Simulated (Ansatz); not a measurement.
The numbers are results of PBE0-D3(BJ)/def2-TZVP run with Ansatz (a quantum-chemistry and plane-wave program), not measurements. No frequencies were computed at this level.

Ansatz 0.2 input:
```yaml
crystal:
  periodic: [false, false, false]
  atoms:
    - { symbol: C, position_ang: [2.341504, -1.15192, 0.611553] }
    - { symbol: C, position_ang: [1.200899, -0.518051, 0.831196] }
    - { symbol: Si, position_ang: [-0.055985, -0.039747, -0.49442] }
    - { symbol: Si, position_ang: [-0.211303, 2.279161, -0.537534] }
    - { symbol: Si, position_ang: [-2.036825, -1.173365, -0.052739] }
    - { symbol: H, position_ang: [3.033881, -1.407719, 1.400123] }
    - { symbol: H, position_ang: [2.63567, -1.447541, -0.38278] }
    - { symbol: H, position_ang: [0.957796, -0.246317, 1.853221] }
    - { symbol: H, position_ang: [0.526255, -0.526102, -1.764927] }
    - { symbol: H, position_ang: [1.045474, 2.974624, -0.826671] }
    - { symbol: H, position_ang: [-0.685414, 2.809908, 0.744692] }
    - { symbol: H, position_ang: [-1.175358, 2.724725, -1.547659] }
    - { symbol: H, position_ang: [-2.592377, -0.796487, 1.251065] }
    - { symbol: H, position_ang: [-1.920102, -2.633818, -0.03907] }
    - { symbol: H, position_ang: [-3.064116, -0.847351, -1.046052] }
basis:
  gaussian: { orbitals: def2-tzvp }
hamiltonian:
  xc: pbe0
  dispersion: d3bj
relax:
  max_steps: 150
```

Output:

```
Functional definition: PBE0
1604 factors; their error is unknown
mean field evaluation 1: about -25851.5246 eV, gradient 4.9e1 eV
mean field evaluation 2: about -25847.6634 eV, gradient 6.0e1 eV
mean field evaluation 4: about -25857.5537 eV, gradient 2.6e0 eV
mean field evaluation 8: about -25857.5697 eV, gradient 3.9e-2 eV
mean field evaluation 16: about -25857.6640 eV, gradient 8.9e-5 eV
mean field -25857.66403088 eV, -950.2516261808 hartree, gradient 2.0e-5 eV, S^2 0.000000; 0 other end points of the search recorded, 0 dependent functions left out
reference -25857.66407422 eV, -950.2516277733 hartree; 32, 32 occupied and 201, 201 virtual orbitals, 1604 factors
relax step   1: F+E_penalty+E_count = -25858.01881240 eV  Δ(F+E_penalty+E_count) = +0.000e0 eV  max|allowed force component| = 7.925e-1 eV/Å  Δτ_max = 0.0000 Å  (28 SCF iters, accepted)
these checks for a lower state are left out or cut short: starts, cluster_reference, orbital_swaps, neighbouring_geometries, increment
1604 factors; their error is unknown
mean field -25857.73501599 eV, -950.2542348353 hartree, gradient 1.9e-5 eV, S^2 0.000000; 0 other end points of the search recorded, 0 dependent functions left out
reference -25857.73505942 eV, -950.2542364314 hartree; 32, 32 occupied and 201, 201 virtual orbitals, 1604 factors
relax step   2: F+E_penalty+E_count = -25858.09172788 eV  Δ(F+E_penalty+E_count) = -7.292e-2 eV  max|allowed force component| = 3.290e-1 eV/Å  Δτ_max = 0.1403 Å  (29 SCF iters, accepted)
these checks for a lower state are left out or cut short: starts, cluster_reference, orbital_swaps, neighbouring_geometries, increment
1604 factors; their error is unknown
mean field evaluation 32: about -25857.7637 eV, gradient 1.9e-5 eV
mean field -25857.76365854 eV, -950.2552874296 hartree, gradient 1.9e-5 eV, S^2 0.000000; 0 other end points of the search recorded, 0 dependent functions left out
reference -25857.76370199 eV, -950.2552890263 hartree; 32, 32 occupied and 201, 201 virtual orbitals, 1604 factors
relax step   3: F+E_penalty+E_count = -25858.11946803 eV  Δ(F+E_penalty+E_count) = -2.774e-2 eV  max|allowed force component| = 1.065e-1 eV/Å  Δτ_max = 0.0805 Å  (31 SCF iters, accepted)
these checks for a lower state are left out or cut short: starts, cluster_reference, orbital_swaps, neighbouring_geometries, increment
1604 factors; their error is unknown
mean field -25857.76611564 eV, -950.2553777264 hartree, gradient 1.9e-5 eV, S^2 0.000000; 0 other end points of the search recorded, 0 dependent functions left out
reference -25857.76615915 eV, -950.2553793253 hartree; 32, 32 occupied and 201, 201 virtual orbitals, 1604 factors
relax step   4: F+E_penalty+E_count = -25858.12239619 eV  Δ(F+E_penalty+E_count) = -2.928e-3 eV  max|allowed force component| = 3.229e-2 eV/Å  Δτ_max = 0.0449 Å  (31 SCF iters, accepted)
these checks for a lower state are left out or cut short: starts, cluster_reference, orbital_swaps, neighbouring_geometries, increment
1604 factors; their error is unknown
mean field -25857.76644094 eV, -950.2553896809 hartree, gradient 2.0e-5 eV, S^2 0.000000; 0 other end points of the search recorded, 0 dependent functions left out
reference -25857.76648451 eV, -950.2553912821 hartree; 32, 32 occupied and 201, 201 virtual orbitals, 1604 factors
relax step   5: F+E_penalty+E_count = -25858.12318321 eV  Δ(F+E_penalty+E_count) = -7.870e-4 eV  max|allowed force component| = 4.608e-2 eV/Å  Δτ_max = 0.0394 Å  (31 SCF iters, accepted)
these checks for a lower state are left out or cut short: starts, cluster_reference, orbital_swaps, neighbouring_geometries, increment
1604 factors; their error is unknown
mean field -25857.76587769 eV, -950.2553689821 hartree, gradient 2.0e-5 eV, S^2 0.000000; 0 other end points of the search recorded, 0 dependent functions left out
reference -25857.76592125 eV, -950.2553705826 hartree; 32, 32 occupied and 201, 201 virtual orbitals, 1604 factors
relax step   6: F+E_penalty+E_count = -25858.12261961 eV  Δ(F+E_penalty+E_count) = +5.636e-4 eV  max|allowed force component| = 1.207e-1 eV/Å  Δτ_max = 0.0063 Å  (32 SCF iters, rejected (line search))
these checks for a lower state are left out or cut short: starts, cluster_reference, orbital_swaps, neighbouring_geometries, increment
1604 factors; their error is unknown
mean field -25857.76658199 eV, -950.2553948643 hartree, gradient 1.9e-5 eV, S^2 0.000000; 0 other end points of the search recorded, 0 dependent functions left out
reference -25857.76662557 eV, -950.2553964658 hartree; 32, 32 occupied and 201, 201 virtual orbitals, 1604 factors
relax step   7: F+E_penalty+E_count = -25858.12329787 eV  Δ(F+E_penalty+E_count) = -1.147e-4 eV  max|allowed force component| = 1.669e-2 eV/Å  Δτ_max = 0.0031 Å  (24 SCF iters, accepted)
these checks for a lower state are left out or cut short: starts, cluster_reference, orbital_swaps, neighbouring_geometries, increment
1604 factors; their error is unknown
mean field evaluation 64: about -25857.7666 eV, gradient 3.4e-3 eV
mean field -25857.76662820 eV, -950.2553965627 hartree, gradient 2.0e-5 eV, S^2 0.000000; 0 other end points of the search recorded, 0 dependent functions left out
reference -25857.76667181 eV, -950.2553981653 hartree; 32, 32 occupied and 201, 201 virtual orbitals, 1604 factors
relax step   8: F+E_penalty+E_count = -25858.12338751 eV  Δ(F+E_penalty+E_count) = -8.964e-5 eV  max|allowed force component| = 2.301e-3 eV/Å  Δτ_max = 0.0107 Å  (32 SCF iters, accepted)
these checks for a lower state are left out or cut short: starts, cluster_reference, orbital_swaps, neighbouring_geometries, increment
1604 factors; their error is unknown
mean field -25857.76657246 eV, -950.2553945142 hartree, gradient 2.0e-5 eV, S^2 0.000000; 0 other end points of the search recorded, 0 dependent functions left out
reference -25857.76661610 eV, -950.2553961181 hartree; 32, 32 occupied and 201, 201 virtual orbitals, 1604 factors
relax step   9: F+E_penalty+E_count = -25858.12341229 eV  Δ(F+E_penalty+E_count) = -2.478e-5 eV  max|allowed force component| = 4.399e-3 eV/Å  Δτ_max = 0.0128 Å  (32 SCF iters, accepted)
1604 factors; their error is unknown
mean field -25857.76657246 eV, -950.2553945142 hartree, gradient 5.6e-5 eV, S^2 0.000000; 1 other end points of the search recorded, 0 dependent functions left out
reference -25857.76661610 eV, -950.2553961181 hartree; 32, 32 occupied and 201, 201 virtual orbitals, 1604 factors
Total energy: -25858.12345594 eV, -950.2685097401 hartree
Atom 0 at     2.388312    -1.175605     0.623893 Å, force     0.000712     0.003328     0.003108 eV/Å
Atom 1 at     1.244479    -0.537520     0.857879 Å, force    -0.003683     0.003242    -0.001552 eV/Å
Atom 2 at     0.023169    -0.078663    -0.473586 Å, force    -0.003320    -0.001386    -0.003594 eV/Å
Atom 3 at    -0.289609     2.241440    -0.536853 Å, force     0.002567     0.000228     0.000344 eV/Å
Atom 4 at    -2.050324    -1.089419    -0.069071 Å, force     0.000909    -0.000196    -0.000080 eV/Å
Atom 5 at     3.080273    -1.428919     1.422376 Å, force    -0.001951    -0.000455    -0.002725 eV/Å
Atom 6 at     2.682690    -1.471951    -0.378801 Å, force     0.000640    -0.001490     0.002938 eV/Å
Atom 7 at     1.005817    -0.266352     1.885517 Å, force     0.004399    -0.003282     0.000336 eV/Å
Atom 8 at     0.553997    -0.544414    -1.787765 Å, force     0.000512     0.000619    -0.000173 eV/Å
Atom 9 at     0.980596     2.949002    -0.853936 Å, force    -0.001471     0.000381    -0.000178 eV/Å
Atom 10 at    -0.774146     2.714120     0.789474 Å, force     0.000472     0.000602    -0.000614 eV/Å
Atom 11 at    -1.306940     2.601148    -1.562094 Å, force     0.000970    -0.001150     0.001329 eV/Å
Atom 12 at    -2.559683    -0.663122     1.263657 Å, force    -0.000637    -0.001140    -0.000375 eV/Å
Atom 13 at    -1.939511    -2.573415    -0.078606 Å, force    -0.000549     0.001305    -0.000279 eV/Å
Atom 14 at    -3.039119    -0.676331    -1.102086 Å, force     0.000430    -0.000607     0.001517 eV/Å
Dipole moment:     0.155056    -0.071349     0.073799 e Å
```

Cost: around 2.5 core-minutes (rough).
